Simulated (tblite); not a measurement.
Run record: tight-binding relaxation, `CC[SiH2][SiH2][Se][SiH2]C`.

Computed with GFN2-xTB geometry optimisation, gas phase (tblite 0.8.0). Start geometry: from a force field or distance geometry. The input is one job of a driver script: a line of settings, then coordinates in Å.

Command:
```bash
OMP_NUM_THREADS=1 python probes_run.py task.json out
```

Input:
```
{"job": {"kind": "relax", "xc": "GFN2-xTB", "basis": "xTB"}, "charge": 0, "multiplicity": 1}
C     -3.486400     0.793100     0.191800
C     -3.522500    -0.724200     0.165300
Si    -1.937100    -1.348700    -0.645200
Si    -0.291200    -0.096700     0.154600
Se     1.768400    -1.046000    -0.183300
Si     3.261900     0.653400     0.061400
C      5.014500     0.065800     0.250700
H     -2.616900     1.196900     0.753100
H     -3.455400     1.184500    -0.844100
H     -4.399500     1.201400     0.723800
H     -3.524700    -1.061800     1.236900
H     -4.428900    -1.042100    -0.367400
H     -1.812300    -2.764800    -0.272200
H     -2.038000    -1.232400    -2.121400
H     -0.260700     1.186800    -0.574900
H     -0.494800     0.244500     1.600100
H      2.911900     1.345500     1.327800
H      3.095800     1.548500    -1.096500
H      5.096800    -0.911200     0.784400
H      5.582200     0.786600     0.895600
H      5.527800     0.037700    -0.731900
```

Output:
```
step      E/eV     max force
  0    -597.17691    1.828
  1    -597.36415    0.607
  2    -597.41457    0.375
  3    -597.43743    0.329
  4    -597.46396    0.314
  5    -597.48205    0.275
  6    -597.49706    0.289
  7    -597.50821    0.238
  8    -597.51918    0.216
  9    -597.52990    0.241
... (71 lines left out)
 81    -597.60637    0.019
 82    -597.60653    0.022
 83    -597.60668    0.026
 84    -597.60680    0.025
 85    -597.60688    0.018
 86    -597.60694    0.014
 87    -597.60698    0.012
 88    -597.60701    0.013
 89    -597.60703    0.012
 90    -597.60706    0.009
```

«max force» is the largest atomic force in eV/Å.

Q: From which step on does the largest force stay under 0.1 eV/Å, and how much energy is left to gain from there?

A: From step 68 (0.065 eV/Å), 4.4 meV above the end.

Main results: energy lowered by 9.9 kcal/mol over 90 steps; largest atomic force 0.009 eV/Å at the end.

Q: Where do the atoms end?

A: 0.336 Å rms from the input after alignment:
```
atom  x, y, z in Å
C1    -3.7815    0.7590    0.0655
C2    -3.5045   -0.7318    0.2149
Si3   -1.8691   -1.2740   -0.6021
Si4   -0.1745    0.0903    0.2136
Se5    1.8326   -0.8721   -0.4005
Si6    3.3361    0.7492    0.1936
C7     5.0439   -0.0627    0.1985
H8    -3.0113    1.3460    0.5634
H9    -3.7997    1.0431   -0.9844
H10   -4.7432    1.0220    0.5037
H11   -3.4952   -0.9870    1.2757
H12   -4.3294   -1.2922   -0.2252
H13   -1.6758   -2.7022   -0.3176
H14   -2.0210   -1.1400   -2.0597
H15   -0.0963    1.4557   -0.3201
H16   -0.0722    0.2472    1.6696
H17    2.9467    1.2379    1.5168
H18    3.2282    1.8211   -0.7963
H19    5.1060   -0.8279    0.9675
H20    5.8194    0.6724    0.3889
H21    5.2517   -0.5371   -0.7569
```

Q: Estimate the wall time. Hardware: an AMD EPYC with one thread, shared host.

A: About 4.6 s.
Labels such as C1 count atoms from 1, the log's own numbers from 0.
